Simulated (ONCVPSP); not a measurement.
# P (Z = 15): excitation energies, all-electron against ONCV

```
Element                 : phosphorus
Generator               : ONCVPSP 4.0.1
Type                    : optimised norm-conserving Vanderbilt (ONCV)
Functional              : PBE
Relativity              : scalar-relativistic
Frozen core             : [Ne]
Valence charge          : 5
Reference configuration : 3s1.75 3p3.25
Partial waves           : 3s: rc 1.25 bohr, ncon 4, nbas 7, qcut 6.2 1/bohr, 3 projectors, debl 2.2 Ha; 3p: rc 1.25 bohr, ncon 4, nbas 6, qcut 6.2 1/bohr, local; d scattering state at 0.1 Ha: rc 1.25 bohr, ncon 5, nbas 9, qcut 8.6 1/bohr, 2 projectors, debl 1.1 Ha
Local potential         : the p channel
Core correction         : polynomial model core, fcfact 0.55
```

Energies are relative to the spin-unpolarised reference configuration 3s1.75 3p3.25; without spin polarisation the order of configurations can differ from experiment.

Q: Give the all-electron excitation energy and the error of the potential for: 3s2 3p3; 3s2 3p2; 3s2 3p1; 3s2 3p0.

A:

```
valence configuration  charge  ΔE all-electron (eV)  error AE − PS (meV)
              3s2 3p3       0                -2.120                 +0.1
              3s2 3p2      +1                 7.609                 +2.2
              3s2 3p1      +2                26.756                  +13
              3s2 3p0      +3                56.496                  +29
```

Levels in the configuration 3s2 3p3:

```
level  all-electron (eV)  pseudo (eV)
   3s            -13.969      -13.970
   3p             -5.507       -5.507
```

Note: ghosts flagged at negative energy: s at -174.3 eV; no localised positive-energy state flagged. A true bound ghost makes a file unfit for plane-wave use.
